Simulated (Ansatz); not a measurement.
Species: C₄H₈Si₂, net charge 0, singlet state. 
Geometry from a B3LYP-D3(BJ)/def2-TZVP (Ansatz, a quantum-chemistry and plane-wave program) optimisation:
```xyz
14

C      1.7654     0.6976    -0.1593
C      0.7485     1.5552    -0.3464
Si    -1.0733     1.1516    -0.2521
Si    -1.0987    -1.1273     0.2526
C      0.7136    -1.5716     0.3460
C      1.7494    -0.7371     0.1584
H      2.7735     1.0951    -0.2501
H      1.0269     2.5811    -0.5743
H     -1.7269     1.4763    -1.5458
H     -1.7206     1.9929     0.7871
H     -1.7588    -1.4372     1.5467
H     -1.7652    -1.9538    -0.7862
H      0.9691    -2.6034     0.5738
H      2.7484    -1.1570     0.2487
```

Computed values are from Ansatz. Correlated levels leave the core frozen unless marked. Open shells are spin-unrestricted. Spin-orbit coupling is left out. Non-relativistic. CBS(X,Y): correlation extrapolated as X^-3; Hartree-Fock from the larger set.

The Hartree-Fock reference is unstable (checked in the largest basis), which strains HF and MP2. 

Task: What is the total energy at CCSD(T)/CBS(cc-pV(T+d)Z,cc-pV(Q+d)Z)?

Result: -735.1259 Eh.

Task: What is the T1 diagnostic at CCSD/cc-pV(Q+d)Z?

Result: 0.013.

Task: What is the atomisation energy De at CCSD(T)/CBS(cc-pV(T+d)Z,cc-pV(Q+d)Z)?

Result: 5485.4 kJ/mol.

Task: What is the dipole moment at CCSD(T)/aug-cc-pV(D+d)Z?

Result: 0.97 D.
